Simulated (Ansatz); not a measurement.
`CO[Si](Cl)(OC)[Se]C`, charge 0, multiplicity 1.

Task: Give a relaxed structure at PBE0-D4/def2-TZVP (Ansatz). (Best estimate.)

Result: Ansatz gave: 
```xyz
17

C    -0.460    1.233    1.618
O    -0.016   -0.038    1.183
Si    0.300   -0.400   -0.373
Cl    0.830   -2.377   -0.280
O     1.496    0.485   -1.018
C     2.850    0.465   -0.612
Se   -1.456   -0.035   -1.724
C    -2.686   -1.204   -0.743
H     0.352    1.966    1.579
H    -1.289    1.597    1.003
H    -0.796    1.134    2.651
H     3.390    1.194   -1.216
H     3.290   -0.524   -0.770
H     2.953    0.733    0.444
H    -2.337   -2.233   -0.794
H    -3.650   -1.114   -1.239
H    -2.771   -0.881    0.292
```
This is one stationary point; other conformers may exist.
